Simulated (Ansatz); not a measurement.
```yaml
crystal:
  periodic: [false, false, false]
  atoms:
    - {symbol: N, position_ang: [-1.349389, -0.970964, -0.260860]}
    - {symbol: Nb, position_ang: [0.397893, -0.105299, -0.537572]}
    - {symbol: N, position_ang: [0.860911, 1.094332, 0.954217]}
    - {symbol: O, position_ang: [1.559520, -1.335351, -0.559949]}
    - {symbol: F, position_ang: [0.357521, 0.884917, -2.147190]}
    - {symbol: H, position_ang: [-1.479281, -1.967538, -0.165586]}
    - {symbol: H, position_ang: [-2.229911, -0.493442, -0.128600]}
    - {symbol: H, position_ang: [0.312851, 1.882561, 1.269133]}
    - {symbol: H, position_ang: [1.658384, 0.964383, 1.559407]}
basis:
  gaussian: {orbitals: def2-TZVPP, fitting: {mean_field: cc-pVTZ-jkfit}, final_grid: {core_spheres: 8, valence_spheres: 7, degree: 23}, point_charges: [{charge: 1.00, position_ang: [5.845, -0.384, -0.480]}]}
magnetization: {spin_polarized: true, initial_magnetization: 2}
hamiltonian: {xc: {name: B97M-V}}
output: {forces: true}
```

```sh
$ ansatz run in.yaml --threads 4 --pin off --events-out ev --progress --plain --max-ram 10444MiB
```

(1) How does Ansatz answer? (An estimate is asked.)

Results:

(1) The calculation gave: The program refused the input.
```
Functional definition: B97M-V
Error: <dir> the basis set cc-pVTZ-JKFIT has no functions for Nb
```
